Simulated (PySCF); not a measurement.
C₃H₉AlO, SMILES C[CH2][Al]([CH3])[OH]. Atoms are numbered in the order given.

```xyz
14

Al     0.2965     0.2668     0.3516
C      1.5762     0.2643     1.8205
H      2.5066    -0.2691     1.5577
H      1.1727    -0.2492     2.7112
H      1.8518     1.2870     2.1249
C     -0.3816    -1.3569    -0.5270
C     -1.3961    -1.1491    -1.6587
H     -0.8125    -2.0126     0.2560
H      0.4910    -1.9312    -0.8981
H     -0.9765    -0.5417    -2.4789
H     -2.3014    -0.6254    -1.3067
H     -1.7335    -2.0993    -2.1079
O     -0.2459     1.8079    -0.1699
H     -0.8770     1.9598    -0.8787
```
Charge 0, spin multiplicity 1.

Coordinates come from a r2SCAN-D4/def2-SVP optimisation. The structure was generated by enumeration; whether it is a known compound was not checked. Other conformers were not sampled.

Method: IEF-PCM-PBE0/def2-SVP run with PySCF 2.14.0.

The values are the electrostatic part of the solvation free energy, E(continuum) − E(gas) at the gas-phase geometry, in a cavity of scaled van der Waals radii (PySCF's table); cavitation and dispersion terms are not included. A continuum can't describe solvent molecules that bind to the metal. In vacuum the orbital gap is 7.42 eV. The dipole moment in vacuum is 1.26 D.

```csv
solvent,ε,ΔG(elec) (kcal/mol),dipole (D),gap (eV)
water,78.36,-5.4,1.52,7.60
dichloromethane,8.93,-4.5,1.48,7.57
"N,N-dimethylformamide",37.22,-5.3,1.51,7.59
```
